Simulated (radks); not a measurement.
Ionisation of the iridium ion Ir+, [Xe] 4f14 5d7 6s1, to [Xe] 4f14 5d7 as the strength of local exchange is varied. Method: Dirac Kohn-Sham, Slater X-alpha exchange (alpha = 2/3 is LDA exchange), no correlation, spin-unpolarised, spherical densities, finite nucleus; open shells are shared between the two j in proportion to 2j + 1; Fermi nuclear charge, rms radius 5.4032 fm; computed with a radial shooting solver on a logarithmic mesh with Libxc functionals.

alpha  E(Ir+) (hartree)  exchange (hartree)  IE (eV)  -e of the level emptied (eV)  <r> of it (bohr)
0.618       -17812.0207           -305.8314   16.296                12.396 (6s1/2)             2.750
0.667       -17836.2871           -330.5580   16.704                12.786 (6s1/2)             2.723
0.929       -17966.6326           -463.9549   18.966                14.969 (6s1/2)             2.588
0.943       -17973.6258           -471.1391   19.090                15.090 (6s1/2)             2.582
0.983       -17993.6221           -491.6967   19.448                15.438 (6s1/2)             2.562

NIST Atomic Spectra Database: 17.0 +/- 0.3 eV (semi-empirical). The Delta-SCF value meets it near alpha = 0.70. Spin polarisation and multiplet splitting are left out, so open shells lie too high by an amount that depends on their filling. Sharing an open shell by 2j + 1 raises it above the true ground level by a part of the spin-orbit splitting, which enters the differences from NIST.

Beside tabulated values, note that spin-unpolarised runs miss the spin-polarisation part of the exchange energy of open shells.
